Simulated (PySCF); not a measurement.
SnCl₄, singlet: computed properties

Computed with PySCF, PBE0, basis Sn def2-TZVP with ECP28, Cl def2-TZVP (scalar-relativistic core potentials, no spin–orbit coupling, density fitting).

The structure is a minimum.

Coordinates in bohr (charge 0 multiplicity 1):
```
Sn    0.0000    0.0000    0.0000
Cl    3.5316    0.0000   -2.4973
Cl    0.0000    3.5316    2.4973
Cl   -3.5316    0.0000   -2.4973
Cl    0.0000   -3.5316    2.4973
```

* Point group: Td
* Bond lengths: Sn–Cl 2.289 Å (×4)
* Bond angles: Cl–Sn–Cl 109.5° (×6)
* Heat capacity Cp at 298.15 K: 98.6 J/(mol K)
* Enthalpy at 298.15 K above 0 K: 22.54 kJ/mol
* Principal polarisabilities: 83.3, 83.3, 83.3 bohr³
* Highest occupied level: -9.78 eV
* Entropy at 298.15 K and 1 bar: 367.3 J/(mol K)
* Principal quadrupole moments (Buckingham, traceless) about the centre of mass: 0.00, 0.00, 0.00 D Å
* Zero-point energy: 12.8 kJ/mol
* Rotational symmetry number: 12
* Rotational constants: 0.03451, 0.03451, 0.03451 cm⁻¹
* Lowest empty level: -3.21 eV
* Dipole moment: 0.00 D
* Atomisation energy without zero-point energy: 1302 kJ/mol

Harmonic modes (masses in u: Sn 119.902, Cl 34.969):
| symmetry | ω (cm⁻¹) | IR (km/mol, summed over degenerate members) | μ (u) |
| --- | --- | --- | --- |
| e | 95 | 0.0 | 34.97 |
| t2 | 125 | 31.9 | 42.91 |
| a1 | 368 | 0.0 | 34.97 |
| t2 | 405 | 197 | 43.51 |

In Td the vibrations span e + 2t2 + a1. The a1, e modes carry no infrared intensity, as symmetry demands.

Charges (e):
```csv
atom,Mulliken,Löwdin,polar tensor,Mayer order to Sn1
Sn1,1.16,-0.43,2.08,–
"Cl2,3,4,5",-0.29,0.11,-0.52,1.02
```

Mulliken populations on Sn1 (electrons outside its core potential): s 3.05, p 7.29, d 10.38, f 0.12.

Outer orbital energies (eV). occupied: -10.23, -10.23, -10.06, -10.06, -10.06, -9.78, -9.78, -9.78; empty: -3.21, -0.12, -0.12, -0.12.

Counting electrons, tin keeps none of its valence electrons outside its bonds, so the VSEPR class is AX4 and the expected shape is tetrahedral (Td), as computed.

The final relaxation and frequency run took 63 s on 4 threads of a shared Arm Neoverse V1 host, with 198 basis functions and 6 gradients; the process peaked at 2.2 GiB. Launch command: `OMP_NUM_THREADS=4 python axn.py task.json out`.
